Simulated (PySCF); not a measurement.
# `InChI=1S/CH10Ge2O2Si/c1-4-6-3-5-2/h3,6H2,1-2H3`

Molfile (atoms numbered from 1):
```
CH10Ge2O2Si
     RDKit          3D

 16 15  0  0  0  0  0  0  0  0999 V2000
    3.2116   -0.2887    0.2529 C   0  0  0  0  0  0  0  0  0  0  0  0
    2.2648    0.1718   -0.6599 O   0  0  0  0  0  0  0  0  0  0  0  0
    0.7371    0.6357   -0.4072 Si  0  0  0  0  0  4  0  0  0  0  0  0
   -0.4925   -1.0307    0.7121 Ge  0  0  0  0  0  4  0  0  0  0  0  0
   -2.1371   -0.4046    0.9665 O   0  0  0  0  0  0  0  0  0  0  0  0
   -3.2864    0.6158    0.1820 Ge  0  0  0  0  0  4  0  0  0  0  0  0
    4.0489   -0.7057   -0.3075 H   0  0  0  0  0  0  0  0  0  0  0  0
    3.5717    0.5321    0.8772 H   0  0  0  0  0  0  0  0  0  0  0  0
    2.7878   -1.0652    0.8985 H   0  0  0  0  0  0  0  0  0  0  0  0
    0.6632    1.8834    0.3734 H   0  0  0  0  0  0  0  0  0  0  0  0
    0.3288    0.8256   -1.7947 H   0  0  0  0  0  0  0  0  0  0  0  0
   -0.7341   -2.3826    0.0363 H   0  0  0  0  0  0  0  0  0  0  0  0
   -0.1758   -1.4327    2.1530 H   0  0  0  0  0  0  0  0  0  0  0  0
   -4.3394    0.8247    1.2250 H   0  0  0  0  0  0  0  0  0  0  0  0
   -2.6244    1.9083   -0.2178 H   0  0  0  0  0  0  0  0  0  0  0  0
   -3.8318   -0.0783   -1.0337 H   0  0  0  0  0  0  0  0  0  0  0  0
  1  2  1  0
  2  3  1  0
  3  4  1  0
  4  5  1  0
  5  6  1  0
  1  7  1  0
  1  8  1  0
  1  9  1  0
  3 10  1  0
  3 11  1  0
  4 12  1  0
  4 13  1  0
  6 14  1  0
  6 15  1  0
  6 16  1  0
M  END
```

Method used: PySCF, GIAO KT3/pcSseg-1 magnetisability, rotational g tensor and spin-rotation constants, non-relativistic, gas phase. Geometry: GFN2-xTB.

The calculation is non-relativistic, which matters for the atoms heavier than Zn.

Q: What are the magnetisability and the molar susceptibility?

A: Isotropic -1413 × 10⁻³⁰ J/T², or -85.1 × 10⁻⁶ cm³/mol; principal values -1686, -1308, -1244 × 10⁻³⁰ J/T², anisotropy 414 × 10⁻³⁰ J/T² (root of half the summed squared differences of the principal values). The susceptibility is in cgs units.

Q: Split it along the inertial axes a, b, c into diamagnetic and paramagnetic parts about the centre of mass, with the quadrupole moment.

A: 
```tsv
axis	χ (10⁻⁶ cm³/mol)	diamagnetic (10⁻⁶ cm³/mol)	paramagnetic (10⁻⁶ cm³/mol)	summed x² of all electrons (Å²)	quadrupole Θ (D Å)
a	-97.8	-548.2	450.4	526.7	+8.85
b	-81.8	-2352.9	2271.0	101.3	-5.53
c	-75.5	-2664.6	2589.1	27.9	-3.32
```
Anisotropies 2χaa − χbb − χcc = -38.2 and 2χbb − χaa − χcc = +9.7 × 10⁻⁶ cm³/mol. Θ is traceless in Buckingham's convention.

Q: And the rotational g tensor?

A: 
| axis | rotational constant (GHz) | g | nuclear part | electronic part |
| --- | --- | --- | --- | --- |
| a | 2.7939 | -0.0375 | 0.5536 | -0.5911 |
| b | 0.4972 | -0.0084 | 0.5221 | -0.5305 |
| c | 0.4333 | -0.0089 | 0.5182 | -0.5271 |

Asymmetric top; isotopes 12C, 74Ge, 1H, 16O, 28Si; no vibrational averaging.
